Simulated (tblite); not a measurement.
Compound: C3H8O2S2.
Numbering: `[CH3:1][S@:2](=[O:3])[CH2:4][S@@:5]([CH3:6])=[O:7]` (hydrogens: H8, H9, H10 on C1; H11, H12 on C4; H13, H14, H15 on C6)

Computed with GFN2-xTB (tblite), gas phase: Langevin dynamics at 300 K from the optimised GFN2-xTB geometry, time step 0.5 fs, friction 0.01 fs⁻¹, 2000 steps.

Start geometry:
```
atom  x, y, z in Å
C1      2.232   -0.059    0.703
S2      1.441    0.426   -0.889
O3      0.814    1.727   -0.649
C4      0.072   -0.809   -0.772
S5     -1.024   -0.458    0.703
C6     -2.067    0.785   -0.152
O7     -1.843   -1.661    0.844
H8      1.514    0.023    1.512
H9      2.601   -1.074    0.610
H10     3.059    0.622    0.872
H11     0.500   -1.799   -0.643
H12    -0.515   -0.774   -1.686
H13    -2.598    0.310   -0.970
H14    -1.415    1.579   -0.500
H15    -2.776    1.171    0.573
```

The statistics below take the 31 frames saved every 25 fs from 250 to 1000 fs; their kinetic temperature (all 3N coordinates) averages 326 K.

**Question.** How do the bond lengths spread?

**Answer.** 
```json
{"bond": "C1–S2", "start (Å)": "1.843", "mean (Å)": "1.858", "standard deviation (Å)": "0.020", "shortest (Å)": "1.820", "longest (Å)": "1.894"}
{"bond": "S2=O3", "start (Å)": "1.464", "mean (Å)": "1.469", "standard deviation (Å)": "0.021", "shortest (Å)": "1.428", "longest (Å)": "1.535"}
{"bond": "S2–C4", "start (Å)": "1.848", "mean (Å)": "1.850", "standard deviation (Å)": "0.043", "shortest (Å)": "1.772", "longest (Å)": "1.982"}
{"bond": "C4–S5", "start (Å)": "1.871", "mean (Å)": "1.872", "standard deviation (Å)": "0.054", "shortest (Å)": "1.787", "longest (Å)": "2.004"}
{"bond": "S5–C6", "start (Å)": "1.834", "mean (Å)": "1.838", "standard deviation (Å)": "0.055", "shortest (Å)": "1.722", "longest (Å)": "2.001"}
{"bond": "S5=O7", "start (Å)": "1.462", "mean (Å)": "1.471", "standard deviation (Å)": "0.035", "shortest (Å)": "1.410", "longest (Å)": "1.560"}
{"bond": "C1–H8", "start (Å)": "1.084", "mean (Å)": "1.089", "standard deviation (Å)": "0.029", "shortest (Å)": "1.037", "longest (Å)": "1.178"}
{"bond": "C1–H9", "start (Å)": "1.084", "mean (Å)": "1.087", "standard deviation (Å)": "0.040", "shortest (Å)": "1.022", "longest (Å)": "1.164"}
{"bond": "C1–H10", "start (Å)": "1.085", "mean (Å)": "1.090", "standard deviation (Å)": "0.033", "shortest (Å)": "1.040", "longest (Å)": "1.140"}
{"bond": "C4–H11", "start (Å)": "1.086", "mean (Å)": "1.094", "standard deviation (Å)": "0.035", "shortest (Å)": "1.040", "longest (Å)": "1.163"}
{"bond": "C4–H12", "start (Å)": "1.087", "mean (Å)": "1.093", "standard deviation (Å)": "0.028", "shortest (Å)": "1.026", "longest (Å)": "1.174"}
{"bond": "C6–H13", "start (Å)": "1.085", "mean (Å)": "1.089", "standard deviation (Å)": "0.027", "shortest (Å)": "1.026", "longest (Å)": "1.143"}
{"bond": "C6–H14", "start (Å)": "1.085", "mean (Å)": "1.092", "standard deviation (Å)": "0.024", "shortest (Å)": "1.034", "longest (Å)": "1.143"}
{"bond": "C6–H15", "start (Å)": "1.086", "mean (Å)": "1.088", "standard deviation (Å)": "0.033", "shortest (Å)": "1.024", "longest (Å)": "1.155"}
```

**Question.** Give the same statistics for bond angles, one of each kind among heavy atoms.

**Answer.** 
```json
{"angle": "C1–S2–O3", "start (°)": "106.0", "mean (°)": "106.4", "standard deviation (°)": "3.9", "smallest (°)": "98.3", "largest (°)": "113.5"}
{"angle": "C1–S2–C4", "start (°)": "95.0", "mean (°)": "95.6", "standard deviation (°)": "3.3", "smallest (°)": "89.4", "largest (°)": "104.7"}
{"angle": "O3–S2–C4", "start (°)": "105.4", "mean (°)": "105.2", "standard deviation (°)": "3.4", "smallest (°)": "98.7", "largest (°)": "113.0"}
{"angle": "S2–C4–S5", "start (°)": "111.0", "mean (°)": "112.5", "standard deviation (°)": "4.5", "smallest (°)": "104.1", "largest (°)": "121.2"}
```

**Question.** How far does each atom move about its mean position (frames aligned on the start, all atoms weighted alike), and what rms force does it feel?

**Answer.** 
```
atom  rms displacement (Å)  rms force (eV/Å)
  C1                  0.15              1.75
  S2                  0.13              1.41
  O3                  0.26              1.08
  C4                  0.14              1.51
  S5                  0.21              2.26
  C6                  0.19              1.80
  O7                  0.34              1.68
  H8                  0.45              0.97
  H9                  0.46              1.36
 H10                  0.40              1.18
 H11                  0.22              1.12
 H12                  0.21              0.97
 H13                  0.34              1.04
 H14                  0.38              1.03
 H15                  0.31              1.13
```

The displacements run from 0.13 to 0.46 Å, the largest at H9.

**Question.** Follow the torsions C1–S2–C4–S5 and S2–C4–S5–C6 through every second one of these frames.

**Answer.** 
| t (fs) | C1–S2–C4–S5 (°) | S2–C4–S5–C6 (°) |
| --- | --- | --- |
| 250 | 49 | 78 |
| 300 | 62 | 71 |
| 350 | 64 | 66 |
| 400 | 63 | 68 |
| 450 | 55 | 76 |
| 500 | 38 | 85 |
| 550 | 42 | 82 |
| 600 | 44 | 72 |
| 650 | 58 | 70 |
| 700 | 64 | 75 |
| 750 | 61 | 82 |
| 800 | 64 | 92 |
| 850 | 63 | 101 |
| 900 | 68 | 98 |
| 950 | 62 | 101 |
| 1000 | 64 | 96 |

Largest departure from the start value over all these frames: C1–S2–C4–S5 27° (start 64°), S2–C4–S5–C6 22° (start 84°).

The run is classical and short, so these are rough statistics of one trajectory.

The cost below is that of the whole dynamics run. The run took 13 s of wall time on one thread of an Intel Xeon Platinum 8488C, no GPU, shared host, and the process peaked at 0.18 GiB of memory.
